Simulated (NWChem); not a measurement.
# C5H15NSi; SMILES CN(C)[Si](C)(C)C

```xyz
22

C     -1.1986    -1.9106    -0.0594
N      0.0003    -1.1388     0.1399
C      1.2007    -1.9094    -0.0552
Si    -0.0003     0.6114     0.0188
C      0.0023     1.2204    -1.7694
C     -1.5388     1.2726     0.8779
C      1.5347     1.2741     0.8829
H     -2.0964    -1.3124     0.1548
H     -1.2997    -2.3044    -1.0936
H     -1.2232    -2.7861     0.6182
H      1.3058    -2.3031    -1.0891
H      2.0972    -1.3103     0.1621
H      1.2238    -2.7849     0.6224
H     -0.8858     0.8605    -2.3138
H      0.0018     2.3217    -1.8199
H      0.8926     0.8615    -2.3108
H     -1.6173     0.8887     1.9071
H     -2.4672     1.0160     0.3442
H     -1.4888     2.3724     0.9291
H      1.4834     2.3738     0.9342
H      2.4651     1.0185     0.3522
H      1.6103     0.8900     1.9123
```
Atoms are numbered in this order, from 1.

Program: NWChem. Pople sets run with spherical d functions. STO-3G and 3-21G are far too small for this property and stand as cheap habits. Structure relaxed at the PBE0/def2-SVP level. Not confirmed as a minimum by frequencies. Field at 589 nm.

| level | isotropic polarisability (bohr³) | anisotropy (bohr³) |
|---|---|---|
| B3LYP/STO-3G | [?] | [?] |
| B3LYP/6-31G* | 82.8 | 10.9 |
| B3LYP/def2-SVP | 87.6 | 10.7 |

Problem. Some entries are withheld; supply them.

Solution. 
- B3LYP/STO-3G, isotropic polarisability (bohr³): 44.1
- B3LYP/STO-3G, anisotropy (bohr³): 8.0
